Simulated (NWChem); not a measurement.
System: HSeOF; SMILES O[Se]F

```xyz
4

Se     0.4010     0.0123     0.0053
F     -0.6847    -1.4167     0.0104
O     -0.7991     1.3517     0.0721
H     -1.0802     1.5206    -0.8518
```
Atoms are numbered in this order, from 1.

All runs: NWChem. Pople sets run with spherical d functions. Geometry: optimised at PBE-D3(BJ)/def2-SVP. Ions are spin-unrestricted doublets at the neutral geometry; other ion states weren't tried. Functional: LC-ωPBE (HJS hole) with 6-31G*; rows give the range parameter ω in 1/bohr.

```csv
range parameter (1/bohr),"vertical ionisation energy, ΔSCF (eV)",−ε(HOMO) (eV),ΔSCF minus −ε(HOMO) (eV)
0.05,9.14,6.02,3.12
0.15,9.22,7.41,1.81
0.25,9.38,8.47,0.91
0.40,9.66,9.54,0.12
0.60,9.92,10.32,-0.40
```
